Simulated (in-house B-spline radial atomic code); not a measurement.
Configurations of Ga5+, with energies counted from [Ar] 3d8. Method: non-relativistic BHandHLYP, spin-polarised, spherical fractional occupations, exact exchange averaged over the configuration, point nucleus. Calculated with an all-electron radial atomic-structure program (B-spline basis). Shells without spins written out take the highest spin.

Occupations are held fixed; configurations that lie above the ionisation limit could autoionise.

```
       configuration  E - E(ref) (eV)  highest orbital  its <r> (bohr)
        [Ar] 3d7 4s1           36.854            4s up           1.671
        [Ar] 3d7 4f1             81.4            4f up           2.811
[Ne] 3s2 3p5 3d8 4s1           119.79            4s up           1.669
[Ne] 3s2 3p5 3d8 4d1              150            4d up           2.221
```

Order these further configurations by energy, lowest first.
A. [Ar] 3d7 4d1
B. [Ne] 3s2 3p5 3d9
C. [Ar] 3d7 4p1
D. [Ne] 3s2 3p5 3d8 4p1
E. [Ne] 3s2 3p5 3d8 4f1

C (48.839 eV), A (66.984 eV), B (83.591 eV), D (131.79 eV), E (164.42 eV).
